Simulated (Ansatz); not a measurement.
The cluster Li3Te⁺. Charge 1, multiplicity 1. Geometry PBE0-D4/def2-TZVP; atoms count from 1.

```tsv
atom	x (Å)	y (Å)	z (Å)
Li1	0.6567	-2.1368	-0.9071
Li2	-2.0573	0.1798	1.2472
Li3	1.1061	2.0040	-0.7613
Te4	0.2944	-0.0469	0.4213
```

In the def2 sets Te takes a core potential; there is no spin–orbit coupling. The structure comes from a short search, and lower isomers may exist.

Q: Estimate the Mulliken populations from the PBE0/def2-TZVP orbitals of Ansatz.

A: 
```json
{"atom": "Li1", "charge (e)": "0.75"}
{"atom": "Li2", "charge (e)": "0.75"}
{"atom": "Li3", "charge (e)": "0.75"}
{"atom": "Te4", "charge (e)": "-1.26"}
```
Mulliken values and Mayer orders depend strongly on the basis.

Q: And the Mayer bond orders between bonded heavy atoms (over 0.3)?

A: Li1–Te4 0.44 (2.50 Å); Li2–Te4 0.44 (2.50 Å); Li3–Te4 0.44 (2.50 Å).
